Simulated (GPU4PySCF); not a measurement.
pyrene (C16H10), SMILES c1cc2ccc3cccc4ccc(c1)c2c34. Heavy atoms are numbered as in [cH:1]1[cH:2][c:3]2[cH:4][cH:5][c:6]3[cH:7][cH:8][cH:9][c:10]4[cH:11][cH:12][c:13]([cH:14]1)[c:15]2[c:16]34. Hydrogens are named by the atom that carries them.

Coordinates come from a ωB97X-D3(BJ)/def2-TZVP optimisation.

Method: PBE/pcSseg-1 run with GPU4PySCF.

GIAO shieldings, no solvent; atoms alike by connectivity are averaged. δ = σ(ref) − σ: ¹³C against TMS (σ = 182.0 ppm); ¹H against TMS (σ = 31.49 ppm), references at their B3LYP-D3(BJ)/def2-TZVP geometries, non-relativistic (references run with PySCF on processors).

Question: Estimate the chemical shifts. (An estimate is asked for; the answer gives what the named calculation found.)

Answer: 
```csv
nucleus,atoms,count,δ (ppm)
¹³C,C3,4,133.6
¹³C,C4 (CH),4,132.5
¹³C,C1 (CH),2,129.5
¹³C,C2 (CH),4,128.9
¹³C,C15,2,125.3
¹H,H on C2,4,8.34
¹H,H on C1,2,8.27
¹H,H on C4,4,8.22
```
